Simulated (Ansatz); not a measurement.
```xyz
10

O    -1.1087    1.0504    1.6542
Si   -0.0159   -0.1578    1.5533
S     1.5792    0.2722    0.1544
Si    0.4924   -0.0760   -1.5959
F    -0.9784    0.5176   -1.4322
Cl    1.3784    0.8590   -3.1530
Cl    0.2474   -2.0375   -2.0410
H    -1.6108    1.2569    0.8623
H     0.6551   -0.2492    2.8635
H    -0.6387   -1.4358    1.1346
```

Total charge 0; spin multiplicity 1.

(1) List the B3LYP/def2-TZVPP orbital energies in eV (Ansatz). (Estimate.)

Results:

(1) The calculation gave: Occupied: -2763.13, -2763.07, -2418.19, -1802.45, -1800.43, -672.46, -521.12, -257.90, -257.83, -216.26, -196.92, -196.85, -196.78, -196.78, -196.72, -196.71, -160.78, -160.73, -160.64, -146.64, -144.83, -101.99, -101.98, -101.95, -100.19, -100.14, -100.11, -33.48, -28.04, -23.70, -23.01, -20.49, -16.02, -15.65, -13.71, -13.41, -13.27, -13.00, -11.52, -11.39, -11.11, -10.41, -10.14, -9.92, -9.62, -9.47, -9.27, -8.90, -8.00. Lowest empty: -0.56, -0.38, 0.00, 0.28, 0.60, 1.21, 1.68, 2.03.

B3LYP here is the variant with VWN-RPA as its local correlation; programs differ in this.
